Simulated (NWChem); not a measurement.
System: SiH2Cl, doublet; SMILES Cl[SiH2]

The following NWChem deck was run.

```
start job
memory heap 200 mb stack 900 mb global 1100 mb
geometry units angstroms noautosym
  Si    -1.048629     0.025622     0.249773
  Cl     0.925471    -0.022778    -0.185027
  H     -1.635643     1.267073    -0.220030
  H     -1.697343    -1.180927    -0.231630
end
basis spherical
  Si library def2-svp
  Cl library def2-svp
  H library def2-svp
end
dft
  odft
  mult 2
  xc b3lyp
  iterations 150
end
driver
  maxiter 150
end
task dft optimize
```

Excerpt of the output:

```
             Northwest Computational Chemistry Package (NWChem) 7.3.0
             --------------------------------------------------------

                             Geometry "geometry" -> ""
                             -------------------------

 Output coordinates in angstroms (scale by  1.889725989 to convert to a.u.)

  No.       Tag          Charge          X              Y              Z
 ---- ---------------- ---------- -------------- -------------- --------------
    1 Si                  14.0000    -0.97951430     0.02387570     0.25281230
    2 Cl                  17.0000     0.99458570    -0.02452430    -0.18198770
    3 H                    1.0000    -1.56652830     1.26532670    -0.21699070
    4 H                    1.0000    -1.62822830    -1.18267330    -0.22859070

 Effective nuclear repulsion energy (a.u.)      78.9839694984

                                Z-matrix (autoz)
                                --------

 Units are Angstrom for bonds and degrees for angles

      Type          Name      I     J     K     L     M      Value
      ----------- --------  ----- ----- ----- ----- ----- ----------
    1 Stretch                  1     2                       2.02200
    2 Stretch                  1     3                       1.45138
    3 Stretch                  1     4                       1.45201
    4 Bend                     2     1     3               110.22705
    5 Bend                     2     1     4               110.18197
    6 Bend                     3     1     4               115.00806

                           NWChem Geometry Optimization
                           ----------------------------

 maximum gradient threshold         (gmax) =   0.000450
 rms gradient threshold             (grms) =   0.000300
 maximum cartesian step threshold   (xmax) =   0.001800
 rms cartesian step threshold       (xrms) =   0.001200
 fixed trust radius                (trust) =   0.300000
 source of zmatrix                         =   autoz

          -------------------
          Energy Minimization
          -------------------

 Using diagonal initial Hessian
 Scaling for Hessian diagonals: bonds = 1.00  angles = 0.25  torsions = 0.10

          --------
          Step   0

                                 NWChem DFT Module
                                 -----------------

 Summary of "ao basis" -> "ao basis" (spherical)
 ------------------------------------------------------------------------------
       Tag                 Description            Shells   Functions and Types
 ---------------- ------------------------------  ------  ---------------------
 Si                         def2-svp                 8       18   4s3p1d
 Cl                         def2-svp                 8       18   4s3p1d
 H                          def2-svp                 3        5   2s1p

            General Information
            -------------------
          SCF calculation type: DFT
          Wavefunction type:  spin polarized.
          No. of atoms     :     4
          No. of electrons :    33
           Alpha electrons :    17
            Beta electrons :    16
          Charge           :     0
          Spin multiplicity:     2
          Use of symmetry is: off; symmetry adaption is: off
          Maximum number of iterations: 150
          AO basis - number of functions:    46
                     number of shells:    22
          Convergence on energy requested:  1.00D-06
          Convergence on density requested:  1.00D-05
          Convergence on gradient requested:  5.00D-04

              XC Information
              --------------
                         B3LYP Method XC Potential
                     Hartree-Fock (Exact) Exchange  0.200
                        Slater Exchange Functional  0.800 local
                    Becke 1988 Exchange Functional  0.720 non-local
              Lee-Yang-Parr Correlation Functional  0.810
                  VWN I RPA Correlation Functional  0.190 local

             Grid Information
             ----------------
          Grid used for XC integration:  medium
          Radial quadrature: Mura-Knowles
          Angular quadrature: Lebedev.
          Tag              B.-S. Rad. Rad. Pts. Rad. Cut. Ang. Pts.
          ---              ---------- --------- --------- ---------
          Si                  1.10       88           7.0       590
          Cl                  1.00       88           8.0       590
          H                   0.35       45           8.0       434
          Grid pruning is: on
          Number of quadrature shells:   266
          Spatial weights used:  Erf1

      Superposition of Atomic Density Guess
      -------------------------------------

 Sum of atomic energies:        -749.06062155

      Non-variational initial energy
      ------------------------------

 Total energy =    -749.444582
 1-e energy   =   -1193.588786
 2-e energy   =     365.160234
 HOMO         =      -0.120285
 LUMO         =       0.086030

   convergence    iter        energy       DeltaE   RMS-Dens  Diis-err
 ---------------- ----- ----------------- --------- --------- ---------
 d= 0,ls=0.0,diis     1   -750.6467438946 -8.30D+02  8.66D-03  5.81D-02
                                                     7.01D-03  5.28D-02
 d= 0,ls=0.0,diis     2   -750.6575053176 -1.08D-02  4.58D-03  2.57D-02
                                                     4.62D-03  2.51D-02
 d= 0,ls=0.0,diis     3   -750.6728469704 -1.53D-02  1.39D-03  4.15D-03
                                                     1.32D-03  3.93D-03
 d= 0,ls=0.0,diis     4   -750.6752480852 -2.40D-03  2.68D-04  8.81D-05
                                                     2.00D-04  8.01D-05
 d= 0,ls=0.0,diis     5   -750.6752941122 -4.60D-05  6.09D-05  3.77D-06
                                                     5.34D-05  3.31D-06
  Resetting Diis
 d= 0,ls=0.0,diis     6   -750.6752970182 -2.91D-06  1.14D-05  1.93D-07
                                                     1.54D-05  1.94D-07
 d= 0,ls=0.0,diis     7   -750.6752972451 -2.27D-07  4.42D-06  1.07D-08
                                                     2.61D-06  5.94D-09

         Total DFT energy =     -750.675297245111
      One electron energy =    -1194.577363762623
           Coulomb energy =      414.879892883366
    Exchange-Corr. energy =      -49.961795864273
 Nuclear repulsion energy =       78.983969498419

 Numeric. integr. density =       32.999994596487

                    DFT Final Alpha Molecular Orbital Analysis
                    ------------------------------------------

 Vector   15  Occ=1.000000D+00  E=-3.541302D-01
              MO Center=  7.2D-01, -1.8D-02, -6.5D-02, r^2= 1.6D+00
   Bfn.  Coefficient  Atom+Function         Bfn.  Coefficient  Atom+Function
  ----- ------------  ---------------      ----- ------------  ---------------
    31      0.531482  2 Cl pz                28      0.409410  2 Cl pz
    25      0.237596  2 Cl pz                29      0.218891  2 Cl px
    26      0.174879  2 Cl px                13      0.172346  1 Si pz
    10      0.147929  1 Si pz                23      0.101108  2 Cl px
     3      0.088817  1 Si s                  7     -0.080870  1 Si pz

 Vector   16  Occ=1.000000D+00  E=-3.228660D-01
              MO Center=  3.6D-01, -8.8D-03, -1.6D-01, r^2= 2.5D+00
   Bfn.  Coefficient  Atom+Function         Bfn.  Coefficient  Atom+Function
  ----- ------------  ---------------      ----- ------------  ---------------
    30      0.574973  2 Cl py                27      0.427959  2 Cl py
    24      0.247977  2 Cl py                37     -0.188615  3 H  s
    42      0.188817  4 H  s                 38     -0.159008  3 H  s
    43      0.158982  4 H  s                  9     -0.122395  1 Si py
    14      0.079436  1 Si d -2               6      0.063809  1 Si py

 Vector   17  Occ=1.000000D+00  E=-2.140967D-01
              MO Center= -8.0D-01,  1.8D-02,  5.7D-01, r^2= 2.7D+00
   Bfn.  Coefficient  Atom+Function         Bfn.  Coefficient  Atom+Function
  ----- ------------  ---------------      ----- ------------  ---------------
    13      0.481302  1 Si pz                10      0.396089  1 Si pz
     4      0.362393  1 Si s                 31     -0.333936  2 Cl pz
     3      0.278298  1 Si s                 28     -0.206483  2 Cl pz
     7     -0.200500  1 Si pz                38     -0.168873  3 H  s
    43     -0.168785  4 H  s                  2      0.153306  1 Si s

 Vector   18  Occ=0.000000D+00  E= 1.000560D-02
              MO Center= -9.0D-01,  2.3D-02,  2.5D-01, r^2= 3.3D+00
   Bfn.  Coefficient  Atom+Function         Bfn.  Coefficient  Atom+Function
  ----- ------------  ---------------      ----- ------------  ---------------
    11      1.122783  1 Si px                22     -0.656421  2 Cl s
    29      0.589716  2 Cl px                 4      0.279483  1 Si s
     8      0.269958  1 Si px                 3      0.254606  1 Si s
    26      0.199628  2 Cl px                21     -0.196758  2 Cl s
    13     -0.184476  1 Si pz                20      0.150028  2 Cl s

 Vector   19  Occ=0.000000D+00  E= 5.346303D-02
              MO Center= -1.3D+00,  3.0D-02, -2.3D-01, r^2= 3.5D+00
   Bfn.  Coefficient  Atom+Function         Bfn.  Coefficient  Atom+Function
  ----- ------------  ---------------      ----- ------------  ---------------
     4      1.346774  1 Si s                 43     -1.218941  4 H  s
    38     -1.210473  3 H  s                 13     -0.750704  1 Si pz
     3      0.702499  1 Si s                 11     -0.628667  1 Si px
     2      0.288138  1 Si s                 29      0.222664  2 Cl px
    42     -0.191673  4 H  s                 37     -0.190506  3 H  s

 Vector   20  Occ=0.000000D+00  E= 6.483333D-02
              MO Center= -8.7D-01,  2.3D-02,  3.4D-01, r^2= 3.7D+00
   Bfn.  Coefficient  Atom+Function         Bfn.  Coefficient  Atom+Function
  ----- ------------  ---------------      ----- ------------  ---------------
    12      1.636979  1 Si py                38     -1.212891  3 H  s
    43      1.201973  4 H  s                 30     -0.334326  2 Cl py
     9      0.262879  1 Si py                37     -0.148746  3 H  s
    42      0.147228  4 H  s                  6     -0.140741  1 Si py
    15      0.134492  1 Si d -1              14      0.125035  1 Si d -2

                     DFT Final Beta Molecular Orbital Analysis
                     -----------------------------------------

 Vector   14  Occ=1.000000D+00  E=-3.906679D-01
              MO Center= -7.9D-01,  1.1D-02, -8.2D-02, r^2= 2.7D+00
   Bfn.  Coefficient  Atom+Function         Bfn.  Coefficient  Atom+Function
  ----- ------------  ---------------      ----- ------------  ---------------
     9      0.281686  1 Si py                30      0.275428  2 Cl py
    42     -0.275573  4 H  s                 37      0.272054  3 H  s
    27      0.223058  2 Cl py                12      0.210271  1 Si py
     6     -0.163091  1 Si py                24      0.130112  2 Cl py
    43     -0.115595  4 H  s                 38      0.114207  3 H  s

 Vector   15  Occ=1.000000D+00  E=-3.410206D-01
              MO Center=  8.1D-01, -2.0D-02, -1.2D-01, r^2= 1.4D+00
   Bfn.  Coefficient  Atom+Function         Bfn.  Coefficient  Atom+Function
  ----- ------------  ---------------      ----- ------------  ---------------
    31      0.575426  2 Cl pz                28      0.431140  2 Cl pz
    25      0.251712  2 Cl pz                29      0.181911  2 Cl px
    26      0.142127  2 Cl px                13      0.136187  1 Si pz
    10      0.094449  1 Si pz                23      0.081962  2 Cl px
     3      0.077582  1 Si s                  7     -0.056812  1 Si pz

 Vector   16  Occ=1.000000D+00  E=-3.196367D-01
              MO Center=  2.8D-01, -6.9D-03, -1.6D-01, r^2= 2.7D+00
   Bfn.  Coefficient  Atom+Function         Bfn.  Coefficient  Atom+Function
  ----- ------------  ---------------      ----- ------------  ---------------
    30      0.565509  2 Cl py                27      0.418652  2 Cl py
    24      0.242773  2 Cl py                37     -0.198428  3 H  s
    42      0.198679  4 H  s                 38     -0.165091  3 H  s
    43      0.165124  4 H  s                  9     -0.133303  1 Si py
    14      0.079253  1 Si d -2               6      0.070318  1 Si py

[...]

      ----------------------
      Optimization converged
      ----------------------

  Step       Energy      Delta E   Gmax     Grms     Xrms     Xmax
  ---- ---------------- -------- -------- -------- -------- --------
@    5    -750.67831403 -3.4D-08  0.00001  0.00001  0.00008  0.00018
                                     ok       ok       ok       ok

                                Z-matrix (autoz)
                                --------

 Units are Angstrom for bonds and degrees for angles

      Type          Name      I     J     K     L     M      Value     Gradient
      ----------- --------  ----- ----- ----- ----- ----- ---------- ----------
    1 Stretch                  1     2                       2.08259    0.00000
    2 Stretch                  1     3                       1.49540   -0.00001
    3 Stretch                  1     4                       1.49540   -0.00001
    4 Bend                     2     1     3               108.93457    0.00000
    5 Bend                     2     1     4               108.93453    0.00000
    6 Bend                     3     1     4               110.51864   -0.00001

                         Geometry "geometry" -> "geometry"
                         ---------------------------------

 Output coordinates in angstroms (scale by  1.889725989 to convert to a.u.)

  No.       Tag          Charge          X              Y              Z
 ---- ---------------- ---------- -------------- -------------- --------------
    1 Si                  14.0000    -0.97880286     0.02324608     0.31394375
    2 Cl                  17.0000     1.03991925    -0.02543027    -0.19553111
    3 H                    1.0000    -1.58933118     1.27051428    -0.24084014
    4 H                    1.0000    -1.65147042    -1.18632530    -0.25232929

 Effective nuclear repulsion energy (a.u.)      76.7357485580

                Final and change from initial internal coordinates
                --------------------------------------------------

                                Z-matrix (autoz)
                                --------

 Units are Angstrom for bonds and degrees for angles

      Type          Name      I     J     K     L     M      Value       Change
      ----------- --------  ----- ----- ----- ----- ----- ---------- ----------
    1 Stretch                  1     2                       2.08259    0.06059
    2 Stretch                  1     3                       1.49540    0.04402
    3 Stretch                  1     4                       1.49540    0.04338
    4 Bend                     2     1     3               108.93457   -1.29248
    5 Bend                     2     1     4               108.93453   -1.24745
    6 Bend                     3     1     4               110.51864   -4.48942

 ==============================================================================
                                internuclear distances
 ------------------------------------------------------------------------------
       center one      |      center two      | atomic units |  angstroms
 ------------------------------------------------------------------------------
    2 Cl               |   1 Si               |     3.93552  |     2.08259
    3 H                |   1 Si               |     2.82589  |     1.49540
    4 H                |   1 Si               |     2.82589  |     1.49540
 ------------------------------------------------------------------------------
                         number of included internuclear distances:          3
 ==============================================================================
```

Level: B3LYP/def2-SVP, spin-unrestricted. In the optimisation the excess spin sits in a' (Cs, its own frame). No stability test was run on the SCF state. B3LYP is NWChem's, with the RPA form of VWN correlation.
